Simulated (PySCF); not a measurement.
# Ionisation energy of Tm⁴⁸⁺ by level of theory

Tm⁴⁸⁺ [Ar] 3d3 (4F) → Tm⁴⁹⁺ [Ar] 3d2 (3F), as a difference of total energies. All numbers are calculated (PySCF 2.14, no relativity, point nucleus, in an even-tempered Gaussian basis (16 s from 10 bohr⁻², ratio 2.5; 10 p from 14 bohr⁻², ratio 2.5; 7 d from 14 bohr⁻², ratio 2.5; 4 f from 50 bohr⁻², ratio 2.7; 3 g from 75 bohr⁻², ratio 2.7)). Correlated levels: outer shells: [Ne] frozen; virtual orbitals above 40 to 60 times the deepest correlated orbital energy dropped. The calculations carry no spin-orbit coupling.

| method | ionisation energy (eV) |
| --- | --- |
| UHF | 4170.3 |
| LDA | 4169.2 |
| PBE | 4169.3 |
| PBE0 | 4170.0 |
| r2SCAN | 4171.5 |
| revPBE | 4169.3 |
| M06-2X | 4172.3 |
| MP2 (outer shells) | 4169.8 |
| SCS-MP2 (outer shells) | 4169.5 |

Spin-orbit coupling is strong in these open shells (close to jj coupling). The scalar numbers leave it out and a first-order estimate fails, so it can dominate the gap to the real levels.

The gap to the reference is mostly relativistic.

For comparison: 4199 ± 4 eV (theoretical estimate listed by NIST; NIST Atomic Spectra Database, ionization energies).
